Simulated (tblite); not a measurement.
Compound: C₉H₁₁OP.
Atom-mapped SMILES: `[CH2:1]=[CH:2][P@:3]([CH3:4])(=[O:5])[c:6]1[cH:7][cH:8][cH:9][cH:10][cH:11]1` (hydrogens: H12, H13 on C1; H14 on C2; H15, H16, H17 on C4; H18 on C7; H19 on C8; H20 on C9; H21 on C10; H22 on C11)

A start from a force field or distance geometry was refined with GFN2-xTB geometry optimisation, gas phase (tblite 0.8.0). Values at the start:

| coordinate | start |
| --- | --- |
| C1=C2 | 1.343 Å |
| C1–H12 | 1.089 Å |
| C1–H13 | 1.061 Å |
| C2–P3 | 1.771 Å |
| C2–H14 | 1.074 Å |
| P3–C4 | 1.813 Å |
| P3=O5 | 1.520 Å |
| P3–C6 | 1.794 Å |
| C4–H15 | 1.125 Å |
| C6–C7 | 1.378 Å |
| C7–C8 | 1.365 Å |
| C7–H18 | 1.071 Å |
| C8–C9 | 1.378 Å |
| C8–H19 | 1.091 Å |
| C9–H20 | 1.076 Å |
| C2–P3–C4 | 108.7° |
| C2–P3–O5 | 111.1° |
| C2–P3–C6 | 108.5° |
| P3–C6–C7 | 120.7° |
| P3–C6–C11 | 119.0° |
| C4–P3–O5 | 106.4° |
| C4–P3–C6 | 109.9° |
| C8–C9–C10 | 117.7° |
| C1–C2–P3–C4 | 112° |
| C2–P3–C6–C7 | 97° |

How do these coordinates change at the GFN2-xTB level?

| coordinate | GFN2-xTB (Å or °) | change |
| --- | --- | --- |
| P3=O5 | 1.466 | -0.054 |
| C2–P3 | 1.817 | +0.046 |
| C4–H15 | 1.085 | -0.040 |
| P3–C6 | 1.821 | +0.027 |
| P3–C4 | 1.837 | +0.024 |
| C1=C2 | 1.321 | -0.022 |
| C7–C8 | 1.384 | +0.019 |
| C1–H13 | 1.078 | +0.017 |
| C8–H19 | 1.080 | -0.011 |
| C1–H12 | 1.079 | -0.010 |
| C7–H18 | 1.080 | +0.009 |
| C6–C7 | 1.387 | +0.009 |
| C8–C9 | 1.385 | +0.007 |
| C2–H14 | 1.080 | +0.006 |
| C9–H20 | 1.080 | +0.004 |
| C4–P3–O5 | 113.1 | +6.7 |
| C4–P3–C6 | 105.5 | -4.4 |
| C2–P3–C6 | 104.5 | -4.0 |
| P3–C6–C11 | 122.8 | +3.8 |
| C2–P3–C4 | 105.0 | -3.7 |
| P3–C6–C7 | 117.0 | -3.7 |
| C2–P3–O5 | 114.0 | +2.9 |
| C8–C9–C10 | 120.2 | +2.5 |
| C2–P3–C6–C7 | 123 | +26 |
| C1–C2–P3–C4 | 125 | +13 |

The energy falls by 11.8 kcal/mol over 142 L-BFGS steps, the largest force on an atom goes from 4.39 to 0.009 eV/Å, and the atoms move by 0.443 Å rms after alignment. The bond that changes most is P3=O5 (phosphoryl phosphorus to phosphoryl oxygen), which shortens by 0.054 Å. Bonds longer at the end by more than 0.005 Å: 12 of 22; shorter: 9. Among the dihedrals that turn most is C2–P3–C4–H17, from -18° to -69°. Rotational constants go from 1896, 633.6, 592.2 to 1806, 628.1, 610.2 MHz.

Its GFN2-xTB frequencies are all real (lowest 40 cm⁻¹). One conformer, not necessarily the lowest. 3 starts were optimised and ended at 0.00, 0.00 and 1.17 kcal/mol (GFN2-xTB); the lowest of these is shown.

All values are computed, not measured.
